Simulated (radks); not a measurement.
Results of a calculation; reference values are marked as such.
Task: The mean radii <r> (bohr) of the occupied orbitals of an atom or ion are listed with their occupations. Code: a radial shooting solver on a logarithmic mesh with Libxc functionals. Model: scalar-relativistic Kohn-Sham, BLYP, spin-polarised, spherical densities, finite nucleus; Fermi nuclear charge, rms radius of each element as measured or else 0.836 A^(1/3) + 0.57 fm.

orbital  occ.      <r>
1s up       1  0.02318
1s down     1  0.02318
2s up       1  0.09897
2s down     1  0.09896
2p up       3  0.08710
2p down     3  0.08710
3s up       1   0.2606
3s down     1   0.2605
3p up       3   0.2589
3p down     3   0.2587
3d up       5   0.2363
3d down     5   0.2362
4s up       1   0.5904
4s down     1   0.5903
4p up       3   0.6238
4p down     3   0.6236
4d up       5   0.6783
4d down     5   0.6778
5s up       1    1.328
5s down     1    1.335
5p up       3    1.476
5p down     1    1.491
4f up       3   0.8394

Name the element and its charge. Open shells, if any, are filled with parallel spins first.

Result: Z = 61, promethium, charge +6: Pm6+ in [Kr] 4d10 4f3 5s2 5p4. The 1s radius gives Z: for a bare nucleus <r> = (2 gamma + 1)/(2Z) with gamma = sqrt(1 - (Z/c)^2), 0.02288 bohr for Z = 61, and screening makes it slightly larger (0.02318 here). The occupations add up to 55, and the charge is Z minus that.
